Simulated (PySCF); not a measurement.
Gas-phase reaction: GeH₂F₂ + 2 GeF₃ = 3 GeF₂ + 2 HF

Method: PySCF energies plus ideal-gas RRHO corrections (1 bar). † marks an energy on the PBE0/def2-TZVP geometry and frequencies; other levels use their own. CCSD(T) freezes the core. 6-31G* has spherical d functions here. Open shells (unrestricted): GeF₃ (multiplicity 2); the rest are closed-shell singlets. B3LYP is the form with VWN-RPA correlation. Ge: all electrons, no relativistic terms. GeH₂F₂, GeF₃: computed as isolated molecules; such fragments, hydroxides, amides, oligomers or adducts are transient or little studied in the gas. CCSD(T) isn't extrapolated to the basis-set limit; its ΔH°(298 K) is -18.1 kJ in def2-SVP and -30.9 kJ in def2-TZVPP. The harmonic model lacks anharmonicity and excited electronic states, which grow with temperature; levels with a mode under 35 cm⁻¹ are left out.

| level | ΔE electronic, kJ | ΔH°(298 K), kJ | ΔS°(298 K), J/K | ΔG°(600 K), kJ |
|---|---|---|---|---|
| B3LYP/def2-TZVP† | -89 | -88 | 283 | -258 |
| CCSD(T)/def2-SVP† | -19 | -18 | 283 | -188 |
| HF/6-31G* | 83 | 82 | 288 | -92 |
| PBE0/def2-QZVP† | -45 | -44 | 283 | -214 |
| r2SCAN/def2-TZVP† | 9 | 10 | 283 | -160 |
| ωB97M-V/def2-TZVP† | -65 | -64 | 283 | -234 |
ΔH° is lowest at B3LYP/def2-TZVP† and highest at HF/6-31G*. No reference value is set beside these.
